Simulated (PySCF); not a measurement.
Isomers of C4H9BO2S, from PBE0-D3(BJ)/def2-SVP geometry optimisation, gas phase (PySCF 2.14.0). One conformer each, no zero-point energy, no frequencies.

Question: Which is lower in electronic energy at this level?
A. `[CH3:1][O:2][B:3]([O:4][CH3:5])[C:6]([CH3:7])=[S:8]` with C1–O2–B3–O4 180°, O2–B3–O4–C5 -3°, O2–B3–C6–C7 -137°: A = 2125, B = 1267, C = 906.8 MHz, dipole 2.23 D
B. `[CH3:1][S:2][C@@H:3]1[CH2:4][CH2:5][O:6][BH:7][O:8]1` with C1–S2–C3–C4 180°, S2–C3–C4–C5 -71°, C3–C4–C5–O6 -50°, C4–C5–O6–B7 25°, C5–O6–B7–O8 -1°: A = 3182, B = 1321, C = 1135 MHz, dipole 2.21 D

Answer: B. That is `CS[C@@H]1CCOBO1`, 15.5 kcal/mol below the other.

```json
{"SMILES": "CS[C@@H]1CCOBO1", "mapped SMILES": "[CH3:1][S:2][C@@H:3]1[CH2:4][CH2:5][O:6][BH:7][O:8]1", "E (Eh)": "-730.54379", "relative (kcal/mol)": "0.0", "relative (kJ/mol)": "0.0", "dipole (D)": "2.21"}
{"SMILES": "COB(OC)C(C)=S", "mapped SMILES": "[CH3:1][O:2][B:3]([O:4][CH3:5])[C:6]([CH3:7])=[S:8]", "E (Eh)": "-730.51905", "relative (kcal/mol)": "15.5", "relative (kJ/mol)": "65.0", "dipole (D)": "2.23"}
```

As drawn, the higher has a C=S bond, which the lower lacks.
